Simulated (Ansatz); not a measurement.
Reaction (formal exchange of groups at a Ge–N bond): `O[SiH](O)[NH][GeH3]` + CH₃OH → `O[CH2][GeH3]` + `N[SiH](O)O`

Computed with Ansatz on PBE0-D4/def2-TZVP structures; ΔE is electronic, products minus reactants. CCSD(T)/CBS adds triple-zeta CCSD(T) − MP2 to the extrapolated MP2 energy (def2 sets, frozen cores). This one scheme is used for every species. Functionals use def2-TZVPP. For Ge outer-core shells are correlated without core-valence functions, which leaves a few kJ/mol of doubt a bond. Scalar relativity is left out up to krypton. Each species was taken in one conformer, which may not be the lowest.

```json
{"level": "PBE0-D4", "ΔE (kcal/mol)": "8.2"}
{"level": "ωB97X-V", "ΔE (kcal/mol)": "8.9"}
{"level": "ωB97M-V", "ΔE (kcal/mol)": "8.4"}
{"level": "PBE", "ΔE (kcal/mol)": "6.4"}
{"level": "HF/def2-TZVPP", "ΔE (kcal/mol)": "11.5"}
{"level": "CCSD/def2-TZVPP", "ΔE (kcal/mol)": "9.4"}
{"level": "SCS-MP2/def2-QZVPP", "ΔE (kcal/mol)": "9.8"}
{"level": "MP2/CBS(def2)", "ΔE (kcal/mol)": "9.0"}
```

(1) What does CCSD(T)/CBS give? (Best estimate.)

Largest T1 diagnostic among the species: 0.011.

Results:

(1) Computed: +8.7 kcal/mol. The listed levels differ from it by -0.5, 0.2, -0.3, -2.3, 2.8, 0.7, 1.1, 0.3 kcal/mol.

The D4 term adds +1.2 kcal/mol with B3LYP and +0.7 kcal/mol with PBE0; it sums over pairs of atoms, weighted by their polarisabilities, and B3LYP, whose exchange is more repulsive, gets the larger term. In def2-TZVPP, CCSD(T) changes the Hartree–Fock value by −2.3 kcal/mol (the triples alone add −0.1 kcal/mol) and MP2 by −2.0 kcal/mol.

B3LYP here is the variant with VWN-RPA as its local correlation; programs differ in this.
